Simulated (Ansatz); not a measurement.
Molecule: C2H2O, charge 0, multiplicity 1. 
Structure (B3LYP-D3(BJ)/def2-TZVP (Ansatz, a first-principles code) minimum search):
SMILES: C1OC=1
```xyz
5

C     -0.5598    -0.3894    -0.1406
C      0.6961    -0.5349    -0.0506
O     -0.1265     0.8836     0.1831
H     -1.5447    -0.7845    -0.3237
H      1.7394    -0.7389     0.0057
```
Charge 0, spin multiplicity 1.

Atomisation energy built up term by term with Ansatz (kcal/mol; UHF references for open shells; valence terms freeze the core; atomic spin-orbit terms are left out). Basis-set limits of correlation are two-point, X^-3; Hartree-Fock from the larger set.

The Hartree-Fock reference is unstable (checked in the largest basis), which strains HF and MP2. 

```tsv
term	basis	kcal/mol
Hartree-Fock	cc-pVQZ	280.64
CCSD correlation	CBS(cc-pVTZ,cc-pVQZ)	156.51
(T)	CBS(cc-pVTZ,cc-pVQZ)	15.30
core correlation	cc-pwCVTZ	2.38
scalar relativity (X2C)	cc-pVTZ-DK against cc-pVTZ	-0.45
sum: De		454.4
```

(T) makes 3.4 % of the CCSD(T) atomisation energy; under 5 % is typical of single-reference molecules.
